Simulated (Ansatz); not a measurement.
Ir20 (relaxed from a model of Ir20 flat piece, whose bonding it doesn't keep), 20 atoms. Hardware: 4 threads of AMD EPYC 7R13 on a shared host and a share (37 GiB) of an NVIDIA H100 80GB HBM3.

In the def2 sets Ir takes a core potential; there is no spin–orbit coupling. Correlated methods freeze no core orbitals; core or outer-core shells of Ir are correlated, in sets that lack core-valence functions. Single mean-field runs in def2-SVP, def2-TZVP are fitted with def2-universal-jkfit.

Q: How many basis functions does each of these Ansatz runs have, and roughly what does it cost? PBE0-D4/def2-SVP, charge 0 singlet, energy, from earlier orbitals; PBE-QIDH/def2-TZVP, charge 0 singlet, energy, from earlier orbitals; PBE-D4/def2-SVP, charge 0 singlet, energy, from earlier orbitals; PBE-D4/def2-SVP, charge 0 singlet, relaxation, 50 steps; r2SCAN-D4/def2-TZVP, charge 0 singlet, energy, from earlier orbitals; PBE0-D4/def2-TZVP, charge 0 singlet, energy, from earlier orbitals; PBE-D4/def2-TZVP, charge 0 singlet, energy and forces, from earlier orbitals; MP2/def2-SVP, charge 0 singlet, energy, from earlier orbitals.

A: Other jobs shared the machine, so times can vary by a factor of up to 3.

```tsv
run	functions	fitting or Cholesky vectors	wall time	peak host memory (GiB)
PBE-D4/def2-SVP, charge 0 singlet, energy, from earlier orbitals	640	4540	12 s	1.3
PBE-D4/def2-TZVP, charge 0 singlet, energy and forces, from earlier orbitals	800	4540	15 s	1.4
r2SCAN-D4/def2-TZVP, charge 0 singlet, energy, from earlier orbitals	800	4540	17 s	1.4
PBE0-D4/def2-SVP, charge 0 singlet, energy, from earlier orbitals	640	4540	21 s	1.3
PBE0-D4/def2-TZVP, charge 0 singlet, energy, from earlier orbitals	800	4540	39 s	1.3
PBE-QIDH/def2-TZVP, charge 0 singlet, energy, from earlier orbitals	800	4540	51 s	9
MP2/def2-SVP, charge 0 singlet, energy, from earlier orbitals	640	6400	5 min	1.6
PBE-D4/def2-SVP, charge 0 singlet, relaxation, 50 steps	640	4540	9.2 min	1.4
```
